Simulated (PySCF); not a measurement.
NMR data simulated for an unnamed compound:

$^{1}$H NMR (600 MHz, computed): δ 8.93 (d, 2H), 7.41 (d, 2H), 0.29 (s, 9H).

$^{13}$C{$^{1}$H} NMR (computed): δ 155.0 (C), 154.8 (CH), 132.8 (CH), -1.1 (CH3).

Calculated, not measured (PySCF): PBE0/pcSseg-1 with gauge-including orbitals, geometry: GFN2-xTB. One computed conformer, equivalent nuclei averaged, no solvent, no relativistic terms.

Shifts are taken against calculated references (same method and geometry level): TMS for $^{1}$H and $^{13}$C.

Question: Which of these does the molecule contain: a heteroaromatic ring, an aldehyde, a nitrile, a Si–CH3 group, an OH group?

Answer: 
- A heteroaromatic ring: yes.
- An aldehyde: no.
- A nitrile: no.
- A Si–CH3 group: yes (δC -1.1; δH 0.29 (s)).
- An OH group: no.

The data belong to `C[Si](C)(C)c1ccncc1`, C$_{8}$H$_{13}$NSi; they needn't prove each group on their own.

Carbon signals by region: 3 in the sp2 and nitrile region (100–160 ppm), 1 below 50 ppm.

Shifts are as computed. Against solution values, carbons near 30 ppm lie about +3 ppm off and those near 130 ppm about +5 ppm. Of 1211 compounds with measured shifts, 218 miss one by over three times the rms of a fit or turn the order of signals round; such compounds aren't used in these exercises. Multiplicities follow the n + 1 count of equivalent neighbours, as no J values were calculated; m marks all less simple cases, F and P coupling included.
